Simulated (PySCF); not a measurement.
CH7ClO2Si2, SMILES O[Si@H](Cl)[Si@H](O)C.

Geometry: PBE0-D3(BJ)/def2-SVP. The structure was generated by enumeration; whether it is a known compound was not checked. The values are those of a single conformer.

Method: TDDFT-CAM-B3LYP/def2-SVPD run with PySCF 2.14.0.

Vertical excitations. 

```
state  energy (eV)  λ (nm)      f                                                                      main pairs
-----  -----------  ------  -----  ------------------------------------------------------------------------------
S1            6.18     201  0.015                                                                  HOMO→LUMO 85 %
S2            6.70     185  0.046                                              HOMO→LUMO+1 75 %, HOMO→LUMO+2 15 %
S3            7.14     174  0.006                                              HOMO−1→LUMO 68 %, HOMO−2→LUMO 20 %
S4            7.54     164  0.029                                              HOMO→LUMO+2 66 %, HOMO→LUMO+1 11 %
S5            7.73     160  0.014                           HOMO−2→LUMO 34 %, HOMO−3→LUMO 33 %, HOMO−2→LUMO+1 5 %
S6            7.81     159  0.085                                                                HOMO→LUMO+3 59 %
S7            7.93     156  0.048        HOMO−3→LUMO 22 %, HOMO→LUMO+3 19 %, HOMO−3→LUMO+1 15 %, HOMO−2→LUMO 11 %
S8            8.03     154  0.096                                                              HOMO−1→LUMO+1 71 %
S9            8.09     153  0.019  HOMO−2→LUMO+1 43 %, HOMO−1→LUMO+2 14 %, HOMO−3→LUMO+1 11 %, HOMO−2→LUMO+2 10 %
S10           8.17     152  0.058                                             HOMO→LUMO+4 41 %, HOMO−2→LUMO+1 7 %
T1            5.57     223      0                                                                  HOMO→LUMO 74 %
T2            5.95     208      0                                              HOMO→LUMO+1 64 %, HOMO→LUMO+2 19 %
T3            6.81     182      0                                              HOMO−1→LUMO 64 %, HOMO−2→LUMO 19 %
T4            7.02     177      0          HOMO→LUMO+3 33 %, HOMO→LUMO+4 15 %, HOMO→LUMO+2 13 %, HOMO→LUMO+7 13 %
```
Triplets are in the Tamm–Dancoff approximation, which puts them higher than full response would, so one can lie above its singlet here.
